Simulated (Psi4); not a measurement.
The Psi4 input:
```
memory 2 GB

molecule mol {
0 1
  Ge   -0.426311   -0.301880   -0.482740
  Cl   -0.879653    0.658788    1.325675
  C     1.509554   -0.300821   -0.771950
  C     2.386008    0.232788    0.062870
  H    -1.164639    0.418710   -1.590268
  H    -0.988268   -1.705782   -0.417480
  H     1.857404   -0.773689   -1.680857
  H     3.449558    0.218567   -0.122835
  H     2.068636    0.711140    0.977128
}

set basis cc-pvdz
set reference rhf

energy('scf')
print_variables()
```

**Question.** What does this run give for the nuclear repulsion energy, total energy, dipole moment, number of basis functions?

**Answer.** 
```
Property                             Value
-------------------------  ---------------
nuclear repulsion energy       340.7347 Eh
total energy               -2612.974370 Ha
dipole moment                       2.14 D
number of basis functions               98
```
